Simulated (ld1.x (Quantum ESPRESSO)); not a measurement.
# Reading a pseudo-wave (tungsten (W))

Columns: radius, all-electron u(r) and pseudo u(r) of the 5d shell (level -4.68 eV) of tungsten in the configuration [Xe] 4f14 5d4 6s2 6p0; LDA (PZ), scalar-relativistic, PAW scheme, ld1.x (Quantum ESPRESSO) 7.5.

```tsv
r (bohr)	all-electron	pseudo
0.165	0.1414	0.0031
0.330	-0.2923	0.0235
0.495	-0.2401	0.0736
0.660	0.0518	0.1573
0.825	0.3351	0.2685
0.990	0.5386	0.3934
1.155	0.6620	0.5140
1.320	0.7233	0.6127
1.485	0.7417	0.6777
1.650	0.7320	0.7048
1.815	0.7051	0.6984
1.980	0.6683	0.6684
2.145	0.6265	0.6269
2.310	0.5828	0.5828
2.475	0.5391	0.5391
2.640	0.4967	0.4967
2.805	0.4562	0.4562
2.970	0.4180	0.4180
3.135	0.3823	0.3823
3.300	0.3491	0.3491
3.465	0.3184	0.3184
3.630	0.2901	0.2901
3.795	0.2641	0.2641
3.960	0.2403	0.2403
4.125	0.2184	0.2184
4.290	0.1984	0.1984
```

Task: How many radial nodes do the two functions have?

Result: The all-electron 5d function has n − l − 1 = 2; the pseudo-wave has 0, since the states of the same l below it are removed with the core.

Task: At about which radius was the pseudo-wave matched?

Result: 2.35 bohr. The columns agree to 0.0005 from 1.98 bohr on; several derivatives are matched, so the curves merge somewhat inside the radius.

Task: Is the pseudo-wave norm-conserving?

Result: No, it belongs to a PAW set: the norm inside the radius is not constrained, and the difference is carried by the augmentation charge.
